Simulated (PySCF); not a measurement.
Compound: 1,3,3-trimethylphosphindoline-1-oxide, C11H15OP.
Numbering: `[CH3:1][C:2]1([CH3:3])[CH2:4][P@:5]([CH3:6])(=[O:7])[c:8]2[cH:9][cH:10][cH:11][cH:12][c:13]21` (hydrogens: H14, H15, H16 on C1; H17, H18, H19 on C3; H20, H21 on C4; H22, H23, H24 on C6; H25 on C9; H26 on C10; H27 on C11; H28 on C12)

Method: PySCF, PBE0-D3(BJ)/def2-SVP geometry optimisation, gas phase.

(1) List the bond lengths, angles and torsions at this level.

Answers

(1) 
```json
{"bond": "C1–C2", "length (bohr)": "2.902", "order": "single"}
{"bond": "C2–C3", "length (bohr)": "2.892", "order": "single"}
{"bond": "C2–C4", "length (bohr)": "2.927", "order": "single"}
{"bond": "C4–P5", "length (bohr)": "3.465", "order": "single"}
{"bond": "P5–C6", "length (bohr)": "3.436", "order": "single"}
{"bond": "P5=O7", "length (bohr)": "2.829", "order": "double"}
{"bond": "P5–C8", "length (bohr)": "3.424", "order": "single"}
{"bond": "C8–C9", "length (bohr)": "2.636", "order": "aromatic"}
{"bond": "C9–C10", "length (bohr)": "2.630", "order": "aromatic"}
{"bond": "C10–C11", "length (bohr)": "2.641", "order": "aromatic"}
{"bond": "C11–C12", "length (bohr)": "2.634", "order": "aromatic"}
{"bond": "C12–C13", "length (bohr)": "2.641", "order": "aromatic"}
{"bond": "C2–C13", "length (bohr)": "2.890", "order": "single"}
{"bond": "C8–C13", "length (bohr)": "2.645", "order": "aromatic"}
{"bond": "C1–H14, C1–H15, C1–H16", "length (bohr)": "2.080", "order": "single"}
{"bond": "C3–H17, C3–H18, C3–H19", "length (bohr)": "2.080", "order": "single"}
{"bond": "C4–H20", "length (bohr)": "2.078", "order": "single"}
{"bond": "C4–H21", "length (bohr)": "2.083", "order": "single"}
{"bond": "C6–H22, C6–H23, C6–H24", "length (bohr)": "2.078", "order": "single"}
{"bond": "C9–H25", "length (bohr)": "2.066", "order": "single"}
{"bond": "C10–H26", "length (bohr)": "2.064", "order": "single"}
{"bond": "C11–H27", "length (bohr)": "2.065", "order": "single"}
{"bond": "C12–H28", "length (bohr)": "2.065", "order": "single"}
```

Bonds in one row agree within 0.02 bohr and their mean is given. Orders are formal, as drawn. A selection of angles:
```json
{"angle": "C2–C1–H14", "degrees": "111.7"}
{"angle": "H14–C1–H15", "degrees": "107.4"}
{"angle": "C1–C2–C3", "degrees": "109.3"}
{"angle": "C1–C2–C4", "degrees": "110.7"}
{"angle": "C1–C2–C13", "degrees": "108.9"}
{"angle": "C3–C2–C4", "degrees": "110.0"}
{"angle": "C3–C2–C13", "degrees": "111.4"}
{"angle": "C4–C2–C13", "degrees": "106.5"}
{"angle": "C2–C3–H17", "degrees": "111.6"}
{"angle": "C2–C3–H18", "degrees": "110.3"}
{"angle": "H17–C3–H18", "degrees": "107.5"}
{"angle": "C2–C4–P5", "degrees": "109.3"}
{"angle": "C2–C4–H20", "degrees": "112.7"}
{"angle": "C2–C4–H21", "degrees": "110.8"}
{"angle": "P5–C4–H20", "degrees": "112.7"}
{"angle": "P5–C4–H21", "degrees": "103.6"}
{"angle": "H20–C4–H21", "degrees": "107.3"}
{"angle": "C4–P5–C6", "degrees": "107.9"}
{"angle": "C4–P5–O7", "degrees": "117.7"}
{"angle": "C4–P5–C8", "degrees": "92.2"}
{"angle": "C6–P5–O7", "degrees": "112.6"}
{"angle": "C6–P5–C8", "degrees": "106.3"}
{"angle": "O7–P5–C8", "degrees": "118.0"}
{"angle": "P5–C6–H22", "degrees": "112.3"}
{"angle": "P5–C6–H23", "degrees": "108.3"}
{"angle": "H22–C6–H23", "degrees": "109.4"}
{"angle": "H23–C6–H24", "degrees": "108.3"}
{"angle": "P5–C8–C9", "degrees": "127.0"}
{"angle": "P5–C8–C13", "degrees": "111.6"}
{"angle": "C9–C8–C13", "degrees": "121.4"}
{"angle": "C8–C9–C10", "degrees": "119.3"}
{"angle": "C8–C9–H25", "degrees": "120.0"}
{"angle": "C10–C9–H25", "degrees": "120.7"}
{"angle": "C9–C10–C11", "degrees": "119.8"}
{"angle": "C9–C10–H26", "degrees": "120.2"}
{"angle": "C11–C10–H26", "degrees": "120.0"}
{"angle": "C10–C11–C12", "degrees": "120.7"}
{"angle": "C10–C11–H27", "degrees": "119.7"}
{"angle": "C12–C11–H27", "degrees": "119.6"}
{"angle": "C11–C12–C13", "degrees": "119.9"}
{"angle": "C11–C12–H28", "degrees": "119.6"}
{"angle": "C13–C12–H28", "degrees": "120.5"}
{"angle": "C2–C13–C12", "degrees": "124.7"}
{"angle": "C2–C13–C8", "degrees": "116.4"}
```

Dihedral angles: C1–C2–C4–P5 98° (anticlinal); C2–C4–P5–C6 -90°; C4–P5–C8–C9 169° (antiperiplanar); C1–C2–C13–C12 74° (synclinal).

Of the pairs four or more bonds apart, H14···H22 is among the closest relative to their van der Waals radii: 2.19 Å, 91 % of the sum of Bondi's values. The 6-membered ring C8–C9–C10–C11–C12–C13 has internal angles of 118.9° to 121.4°; it is planar, 0.00 Å rms from its mean plane, widest ring torsion 1°. The 5-membered ring C2–C4–P5–C8–C13 has internal angles of 92.2° to 116.4° (sum 536°, against 540° for a flat polygon); it is puckered, 0.10 Å rms from its mean plane, widest ring torsion 21°. P5 (phosphoryl phosphorus) has angles from 92.2° to 118.0°. The 10 C–C bonds span 1.392 Å (C9–C10, aromatic) to 1.549 Å (C2–C4, drawn single), a spread of 0.157 Å. The 3 C–P bonds span 1.812 Å (P5–C8, drawn single) to 1.834 Å (C4–P5, drawn single), a spread of 0.022 Å.

Point group: C1 (no symmetry element, even within 0.4 Å). No frequency check. One conformer, not necessarily the lowest.

Hardware: one thread of an Arm Neoverse V1, no GPU, shared host. Cost: 5.4 min of wall time, 1.7 GiB resident at most. That covers the optimisation of the geometry.
